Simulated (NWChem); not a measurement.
Species: CH5ClFNSi; SMILES F[Si@@H](CN)Cl

```xyz
10

N     -0.4523     2.6231    -0.0233
C     -0.9174     1.2516    -0.3166
Si     0.2242    -0.0766     0.3710
F      1.6885     0.1326    -0.2777
Cl    -0.4228    -1.9896    -0.1021
H     -0.3902     2.7774     0.9817
H      0.4811     2.7712    -0.4030
H     -1.0152     1.1407    -1.4035
H     -1.9307     1.1302     0.0862
H      0.3784     0.0099     1.8425
```
Atoms are numbered in this order, from 1.

Results from NWChem. Medium grid unless said otherwise, to which SCAN and Minnesota functionals are sensitive. All runs use the structure optimised with B3LYP/6-31G* (spherical d). Hybrids' shares of exact exchange are those that their runs print; pure functionals count as 0. The functionals differ in more than this share.

```csv
row,share of exact exchange,highest occupied level (eV)
PBE/def2-SVP,0.00,-5.38
"LDA (Slater exchange, VWN5)/def2-SVP",0.00,-5.46
TPSSh/def2-SVP,0.10,-6.09
B3LYP/def2-SVP,0.20,-6.58
M06-2X/def2-SVP,0.54,withheld
Hartree-Fock/def2-SVP,1.00,-10.49
```

Q: Fit a straight line of the last column on the one before it, predict the withheld value, and compare with the run.

A: 
1. Means of the 5 shown rows: x = 0.260, y = -6.800. Slope Σ(x − x̄)(y − ȳ)/Σ(x − x̄)² = -3.575/0.7120 = -5.021; intercept -5.495.
2. The shown rows scatter about the line by 0.078 (root mean square); the largest residual is +0.12, at PBE/def2-SVP.
3. At x = 0.54 (M06-2X/def2-SVP; inside the shown range) the line gives -8.21.
4. The run gives -8.24, -0.03 from the line, 0.4 times the scatter.
